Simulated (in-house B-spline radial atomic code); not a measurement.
## Ionising Lu XIX (Lu18+) with different functionals

Computed with a B-spline radial code for spherical atoms: scalar-relativistic (spin-free X2C) Hamiltonian, Fermi nucleus of rms radius 5.37 fm, spin-polarised at highest spin, spherical fractional occupations for the functionals. The ionisation energy is the difference of two self-consistent energies, [Kr] 4d10 4f7 → [Kr] 4d10 4f6, without Breit or QED terms; ε is the level of the shell that loses the electron (its least bound occupied spin orbital). There is no spin-orbit coupling in this Hamiltonian.

Hybrids are left out here: with spherical fractional occupations of an open shell their exact exchange keeps a self-interaction that integer-occupation calculations don't have.

```csv
method,rung,ΔSCF (eV),-ε(4f) (eV)
LDA exchange-only,LDA,453.66,434.06
AM05,GGA,455.61,435.98
OLYP,GGA,457.33,437.65
BLYP,GGA,?,?
TPSS,meta-GGA,455.28,435.66
SCAN,meta-GGA,?,?
```

Task: What does SCAN give?

Result: ΔSCF 456.30 eV, and -ε(4f) = 436.76 eV.

Task: What does BLYP give?

Result: ΔSCF 455.28 eV, and -ε(4f) = 435.64 eV.

Task: How do they compare with the NIST value?

Result: NIST lists 476 eV ± 24 (tabulated theory, ground level to ground level). Errors run from -22.34 to -18.67 eV; all lie within about twice that uncertainty, so the table can't rank the methods.
